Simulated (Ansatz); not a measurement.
Ideal-gas functions of C2H3BFN, SMILES `FB1C=NC1` at 800 K and 1 bar, from an Ansatz frequency run at PBE0-D4/def2-TZVP.

Molar mass 70.86 g/mol, point group C1 (symmetry number 1), electronic degeneracy 1, moments of inertia 40.572, 109.954, 145.334 u Å². Harmonic wavenumbers (cm⁻¹, unscaled): 87, 383, 476, 609, 822, 880, 928, 954, 1043, 1135, 1209, 1271, 1439, 1488, 1597, 3083, 3136, 3172.

Use S(trans) = R[1.5 ln M + 2.5 ln T − 1.1517]; rotational temperatures θ = 24.2544 K / I; S(rot) = R[ln(√π/σ · √(T³/θAθBθC)) + 1.5]; for each mode x = 1.438777 ν̃/T, S = R[x/(eˣ − 1) − ln(1 − e⁻ˣ)] and H = RT x/(eˣ − 1); 1 cm⁻¹ = 0.0119627 kJ/mol; R = 8.31446 J/(mol·K).

Task: By hand: the entropy, in J/(mol·K).

Result: Translation 182.5. Rotation: θ = 0.5978, 0.2206, 0.1669 K, giving 116.5. Vibration, mode by mode: 23.75, 11.58, 9.86, 7.96, 5.78, 5.31, 4.96, 4.78, 4.21, 3.69, 3.32, 3.04, 2.40, 2.24, 1.92, 0.21, 0.20, 0.19, in all 95.4. Electronic 0.0. Sum 394.4 J/(mol·K).

Task: By hand: H − E and G − E in kJ/mol, counted from the electronic energy.

Result: Zero-point energy ½ × 23712 × 0.0119627 = 141.8; thermal vibration 41.5; translation, rotation and pV give 4 RT = 26.6. H − E = 209.9 kJ/mol, and G − E = 209.9 − 800 × 394.4/1000 = -105.6 kJ/mol.

Vibration gives 24 % of the entropy, 23.7 J/(mol·K) of it from the mode under 150 cm⁻¹: soft modes count most, and the harmonic formula is weakest for them. The sum counts one conformer and one mirror image; others add a mixing term.
